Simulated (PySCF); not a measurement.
Computed shifts of a molecule H6O3Si2, PBE/pcSseg-1 (PySCF), GIAO, gas phase, atoms alike by connectivity averaged where their shifts nearly agree, in ppm (number of nuclei): ²⁹Si: -30.3 (1), -129.2 (1). ¹H: 3.45 (3), 2.33 (3). References: ¹⁷O against H2O (σ = 334.3 ppm); ²⁹Si against TMS (σ = 335.4 ppm); ¹H against TMS (σ = 31.49 ppm), references at their B3LYP-D3(BJ)/def2-TZVP geometries, non-relativistic. Geometry optimised at r2SCAN-D4/def2-SVP. The values are those of a single conformer.

**Question.** Which molecule gave these data?
(A) O[Si](O)(O)[SiH3]
(B) O[SiH](O)O[SiH3]
(C) O[SiH2]O[SiH2]O
(D) O[SiH2][SiH](O)O

**Answer.** A, O[Si](O)(O)[SiH3]
